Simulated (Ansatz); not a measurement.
Ideal-gas functions of `[O][GaH2]` radical at 500 K and 1 bar, from an Ansatz frequency run at PBE0-D4/def2-TZVP.

Molar mass 87.74 g/mol, point group C2v (symmetry number 2), electronic degeneracy 2, moments of inertia 4.013, 43.829, 47.842 u Å². Harmonic wavenumbers (cm⁻¹, unscaled): 398, 607, 651, 708, 2015, 2022.

Use S(trans) = R[1.5 ln M + 2.5 ln T − 1.1517]; rotational temperatures θ = 24.2544 K / I; S(rot) = R[ln(√π/σ · √(T³/θAθBθC)) + 1.5]; for each mode x = 1.438777 ν̃/T, S = R[x/(eˣ − 1) − ln(1 − e⁻ˣ)] and H = RT x/(eˣ − 1); 1 cm⁻¹ = 0.0119627 kJ/mol; R = 8.31446 J/(mol·K).

Task: By hand: the entropy, in J/(mol·K).

Result: Translation 175.4. Rotation: θ = 6.044, 0.5534, 0.507 K, giving 86.8. Vibration, mode by mode: 7.63, 4.66, 4.21, 3.70, 0.17, 0.17, in all 20.5. Electronic 5.8. Sum 288.5 J/(mol·K).

Task: By hand: H − E and G − E in kJ/mol, counted from the electronic energy.

Result: Zero-point energy ½ × 6401 × 0.0119627 = 38.3; thermal vibration 6.6; translation, rotation and pV give 4 RT = 16.6. H − E = 61.5 kJ/mol, and G − E = 61.5 − 500 × 288.5/1000 = -82.8 kJ/mol.

Vibration gives 7 % of the entropy.
